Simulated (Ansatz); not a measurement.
Species: P2H5, charge 1, singlet. P2H5+ (SMILES [PH3+]P).
B3LYP-D3(BJ)/def2-TZVP minimum from Ansatz (a quantum-chemistry and plane-wave program):
```
P
H 1 1.3999
H 1 1.3999 2 105.75
H 1 1.4021 2 106.00 3 112.26
P 1 2.2072 2 110.26 3 -119.19
H 5 1.4193 1 90.52 2 -74.63
H 5 1.4193 6 94.34 1 90.56
```
Charge +1, spin multiplicity 1.

Total energies in cc-pV(D+d)Z, 14 correlated electrons, 10 frozen orbitals. Radicals and triplets start from unrestricted determinants; spin-orbit coupling is neglected. Correlated methods leave the cores frozen. No relativity.

```csv
method,program,energy (Eh),minus CCSDT(Q) (mEh)
HF,Ansatz,-684.13468,304.84
MP2,Ansatz,-684.38105,58.47
CCSD,Ansatz,-684.42943,10.08
CCSD(T),Ansatz,-684.43784,1.68
CCSDT(Q),Ansatz,-684.43952,0.00
```

Rough core times of Ansatz's runs on a shared machine: CCSD(T) under 20 s, CCSDT(Q) 2 min.
